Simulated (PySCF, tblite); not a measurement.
Bond stretch in CCl, doublet.

Computed with: UHF/cc-pVDZ (PySCF); GFN2-xTB, 300 K electronic temperature (tblite); CASSCF(11,8)/cc-pVDZ (PySCF); UCCSD(T) = PySCF 2.14.0 with CCSD(T) on UHF/cc-pVDZ, 6 core orbitals frozen.

Energies relative to the lowest point of each curve near equilibrium, in eV:

```
R / Å    UHF  GFN2-xTB  CASSCF(11,8)
-----  -----  --------  ------------
1.33   3.242     1.949         3.397
1.38   2.132     1.118         2.275
1.47   0.864     0.291         0.975
1.54   0.334     0.038         0.415
1.61   0.071     0.000         0.120
1.65   0.008     0.045         0.038
1.71   0.000     0.179         0.000
1.75   0.040     0.301         0.019
1.81   0.149     0.522         0.097
1.92   0.453     1.005         0.341
2.03   0.830     1.543         0.657
```

**Question.** Estimate the UCCSD(T) values at these points.

**Answer.** 1.33: 3.376; 1.38: 2.235; 1.47: 0.926; 1.54: 0.373; 1.61: 0.091; 1.65: 0.019; 1.71: 0.000; 1.75: 0.033; 1.81: 0.133; 1.92: 0.422; 2.03: 0.787 (eV).

The scan ran from 1.33 to 6.63 Å; beyond the distances shown one of the unrestricted levels run for this scan, shown here or not, changes its spin distribution in one step.
